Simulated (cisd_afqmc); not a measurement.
Input (AFQMC/CISD/cc-pVDZ; cisd_afqmc is a phaseless AFQMC code with CISD trial states that reads the integrals written by Ansatz):

Ansatz 0.2 input:
```python
import cisd_afqmc

open("ham.yaml", "w").write("""\
crystal:
  periodic: [false, false, false]
  atoms:
    - {symbol: Ge, position_ang: [0.52868848, -0.45012275, 0.82324544]}
    - {symbol: F, position_ang: [1.51425085, -1.30902375, -0.35785694]}
    - {symbol: Br, position_ang: [-0.87275112, 0.74814691, -0.66066119]}
basis:
  gaussian:
    orbitals: cc-pVDZ
magnetization: {spin_polarized: false}
correlation: {method: ccsd, electrons: outside_noble_gas, hamiltonian_folder: ham}
""")
rep = cisd_afqmc.ansatz("ham.yaml")
e_ccsd = rep["correlation"]["coupled_cluster"]["energy"]["hartree"]
out = cisd_afqmc.run("ham", e_ccsd, trial="CISD", walkers=200, populations=8, threads=8, dt=0.005, steps=40, early=24, settle=10, least=32,
    cut=5e-5, rank_cut=2e-4, target=0.0004, seconds=1500, seed=1, memory=17280, gpu=False)
```

Output:

```
orbitals 39, occupied [9], factors 200 of 775, rank of the doubles 129 of 270
E(HF) = -4747.242426
E(CCSD) on the cut factors = -4747.637254, shift to the whole factors -0.000001
Energy of the trial state on the determinant = -4747.637269
  tau behind 7.2 of longer steps, mean of the populations' last blocks
   2.0  -4747.64755
   4.0  -4747.64887
   6.0  -4747.64866
   8.0  -4747.64848
blocks 367 (0 outliers left out), error by blocks joined: 1: 0.00022, 2: 0.00026, 4: 0.00029, 8: 0.00032, 16: 0.00035
E(AFQMC/CISD) = -4747.64852 +/- 0.00035
```
